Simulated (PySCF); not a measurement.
A PySCF script (with the pyscf-properties extension) for the NMR shieldings of SMILES CB(C)[C@H]1[C@@H]2C[C@@H]21, C6H11B, on a GFN2-xTB geometry:

```python
import basis_set_exchange as bse
import numpy as np
from pyscf import gto, dft
from pyscf.prop import nmr

atoms = """
C    -1.893212    1.225023    0.136668
B    -1.008071   -0.078150    0.206040
C    -1.672160   -1.502618    0.088368
C     0.543040    0.050407    0.439914
C     1.565946   -0.628955   -0.428474
C     2.737378    0.198442   -0.006357
C     1.463414    0.851574   -0.438988
H    -2.937801    1.043336   -0.104303
H    -1.500373    1.939247   -0.585071
H    -1.865186    1.736793    1.098552
H    -2.593692   -1.575886    0.663133
H    -1.956237   -1.674609   -0.950669
H    -1.020698   -2.322076    0.381386
H     0.792585    0.074225    1.505935
H     1.468513   -1.380786   -1.181778
H     3.012864    0.224814    1.043604
H     3.587745    0.252567   -0.676598
H     1.267188    1.572969   -1.203018
"""
names = dict.fromkeys(["C", "B", "H"], "pcSseg-1")
basis = {el: gto.basis.parse(bse.get_basis(n, elements=[el], fmt="nwchem")) for el, n in names.items()}
mol = gto.M(atom=atoms, basis=basis, charge=0, verbose=0)
mf = dft.RKS(mol, xc="PBE0")
mf.grids.level = 2
mf.grids.alignment = dft.numint.BLKSIZE   # the property module wants whole blocks of grid points
mf.conv_tol = 1e-9
mf.kernel()

calc = nmr.RKS(mf)   # GIAO
C = mf.mo_coeff
Co = C[:, mf.mo_occ > 0]
resp = mf.gen_response(singlet=True, hermi=2)
def vind(x):   # induced exchange potential for any number of trial vectors
    d = np.einsum("pi,xij,qj->xpq", C, 2 * x.reshape(-1, C.shape[1], Co.shape[1]), Co, optimize=True)
    return np.einsum("xpq,pi,qj->xij", resp(d - d.transpose(0, 2, 1)), C, Co, optimize=True).ravel()
mo1, _ = nmr.rhf.solve_mo1(calc, with_cphf=vind)
sigma = calc.kernel(mo1)
for i, s in enumerate(sigma):   # ppm
    w = np.linalg.eigvalsh((s + s.T) / 2)
    print("%2d %-2s iso %8.1f  s11 %8.1f  s22 %8.1f  s33 %8.1f" % (i, mol.atom_pure_symbol(i), w.mean(), *w))
```

Question: Give the expected output.

Answer: 
```
 0 C  iso    171.6  s11    150.1  s22    178.2  s33    186.5
 1 B  iso     12.2  s11    -53.3  s22    -29.4  s33    119.4
 2 C  iso    169.9  s11    149.7  s22    171.9  s33    188.0
 3 C  iso    137.5  s11    115.3  s22    119.9  s33    177.2
 4 C  iso    186.4  s11    148.8  s22    198.5  s33    212.0
 5 C  iso    155.6  s11    138.7  s22    143.1  s33    184.9
 6 C  iso    185.2  s11    147.7  s22    195.8  s33    212.0
 7 H  iso     30.7  s11     26.8  s22     29.6  s33     35.6
 8 H  iso     30.9  s11     26.1  s22     31.2  s33     35.2
 9 H  iso     30.9  s11     26.8  s22     29.8  s33     36.2
10 H  iso     30.6  s11     26.6  s22     29.2  s33     36.1
11 H  iso     31.0  s11     27.6  s22     29.5  s33     35.9
12 H  iso     30.5  s11     25.9  s22     31.1  s33     34.4
13 H  iso     31.6  s11     27.3  s22     29.2  s33     38.5
14 H  iso     30.2  s11     23.7  s22     28.3  s33     38.5
15 H  iso     31.5  s11     26.0  s22     28.7  s33     39.8
16 H  iso     30.5  s11     24.8  s22     25.7  s33     40.9
17 H  iso     30.1  s11     23.7  s22     28.3  s33     38.4
```

These numbers come from an equivalent density-fitted implementation of the same equations, which agrees with the script to about 0.01 ppm for H and up to a few tenths of a ppm for heavy atoms, so last digits may differ.

Size and cost of the density-fitted run: 174 basis functions, 20 s wall time on 1 thread of an AMD EPYC 9R45 96-Core, shared host; peak memory 0.76 GiB.
